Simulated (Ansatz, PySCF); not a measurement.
C3H9NSi2, SMILES [C@H]1(N=C(C)[SiH2]1)[SiH3]. Atoms are numbered in the order given.

```xyz
15

C      2.7376    -0.7650     0.1147
C      1.3783    -0.2255    -0.1528
N      0.3821    -0.9664    -0.5324
C     -0.7871    -0.0306    -0.6239
Si    -2.1306    -0.4992     0.6180
Si     0.4115     1.4023    -0.2102
H      2.7529    -1.8518    -0.0597
H      3.4873    -0.2806    -0.5329
H      3.0402    -0.5607     1.1555
H     -1.2257    -0.0427    -1.6390
H     -1.5652    -0.4437     2.0006
H     -2.6526    -1.8743     0.3604
H     -3.2575     0.4794     0.5162
H      0.7566     2.3385    -1.3261
H      0.2079     2.2181     1.0303
```
Charge 0, spin multiplicity 1.

Coordinates come from a r2SCAN-D4/def2-SVP optimisation. The structure was generated by enumeration; whether it is a known compound was not checked.

Two levels are set side by side: PBE-D3(BJ)/def2-SVP (Ansatz, an electronic-structure program) and r2SCAN-D4/def2-SVP (Ansatz). Each level has its own optimised geometry; the coordinates shown are those of the second. Frequencies come from the Hessian of PySCF at each geometry. Differences are taken from unrounded values.

```csv
quantity,r2SCAN-D4
mean bond length (Å),1.458
bond C1–C2 (Å),1.487
bond C2–N3 (Å),1.298
bond C2–Si6 (Å),1.894
bond N3–C4 (Å),1.500
bond C4–Si5 (Å),1.889
bond C4–Si6 (Å),1.913
bond C1–H7 (Å),1.101
bond C1–H8 (Å),1.103
bond C1–H9 (Å),1.103
bond C4–H10 (Å),1.106
bond Si5–H11 (Å),1.495
bond Si5–H12 (Å),1.493
bond Si5–H13 (Å),1.496
bond Si6–H14 (Å),1.497
bond Si6–H15 (Å),1.499
highest harmonic wavenumber (cm⁻¹),3144
mean harmonic wavenumber (cm⁻¹),1193
zero-point energy (kcal/mol),66.52
```

**Question.** What does PBE-D3(BJ) give, and how far is it from r2SCAN-D4? (Estimate from the structure and the level; the computed values follow.)

**Answer.** 
```json
[
 {"quantity": "mean bond length (Å)", "PBE-D3(BJ)": "1.467", "PBE-D3(BJ) minus r2SCAN-D4": "0.008"},
 {"quantity": "bond C1–C2 (Å)", "PBE-D3(BJ)": "1.490", "PBE-D3(BJ) minus r2SCAN-D4": "0.004"},
 {"quantity": "bond C2–N3 (Å)", "PBE-D3(BJ)": "1.305", "PBE-D3(BJ) minus r2SCAN-D4": "0.007"},
 {"quantity": "bond C2–Si6 (Å)", "PBE-D3(BJ)": "1.904", "PBE-D3(BJ) minus r2SCAN-D4": "0.010"},
 {"quantity": "bond N3–C4 (Å)", "PBE-D3(BJ)": "1.500", "PBE-D3(BJ) minus r2SCAN-D4": "0.000"},
 {"quantity": "bond C4–Si5 (Å)", "PBE-D3(BJ)": "1.899", "PBE-D3(BJ) minus r2SCAN-D4": "0.010"},
 {"quantity": "bond C4–Si6 (Å)", "PBE-D3(BJ)": "1.926", "PBE-D3(BJ) minus r2SCAN-D4": "0.013"},
 {"quantity": "bond C1–H7 (Å)", "PBE-D3(BJ)": "1.108", "PBE-D3(BJ) minus r2SCAN-D4": "0.008"},
 {"quantity": "bond C1–H8 (Å)", "PBE-D3(BJ)": "1.110", "PBE-D3(BJ) minus r2SCAN-D4": "0.007"},
 {"quantity": "bond C1–H9 (Å)", "PBE-D3(BJ)": "1.111", "PBE-D3(BJ) minus r2SCAN-D4": "0.008"},
 {"quantity": "bond C4–H10 (Å)", "PBE-D3(BJ)": "1.112", "PBE-D3(BJ) minus r2SCAN-D4": "0.006"},
 {"quantity": "bond Si5–H11 (Å)", "PBE-D3(BJ)": "1.505", "PBE-D3(BJ) minus r2SCAN-D4": "0.011"},
 {"quantity": "bond Si5–H12 (Å)", "PBE-D3(BJ)": "1.504", "PBE-D3(BJ) minus r2SCAN-D4": "0.011"},
 {"quantity": "bond Si5–H13 (Å)", "PBE-D3(BJ)": "1.506", "PBE-D3(BJ) minus r2SCAN-D4": "0.011"},
 {"quantity": "bond Si6–H14 (Å)", "PBE-D3(BJ)": "1.508", "PBE-D3(BJ) minus r2SCAN-D4": "0.012"},
 {"quantity": "bond Si6–H15 (Å)", "PBE-D3(BJ)": "1.510", "PBE-D3(BJ) minus r2SCAN-D4": "0.011"},
 {"quantity": "highest harmonic wavenumber (cm⁻¹)", "PBE-D3(BJ)": "3073", "PBE-D3(BJ) minus r2SCAN-D4": "-71"},
 {"quantity": "mean harmonic wavenumber (cm⁻¹)", "PBE-D3(BJ)": "1161", "PBE-D3(BJ) minus r2SCAN-D4": "-33"},
 {"quantity": "zero-point energy (kcal/mol)", "PBE-D3(BJ)": "64.70", "PBE-D3(BJ) minus r2SCAN-D4": "-1.82"}
]
```
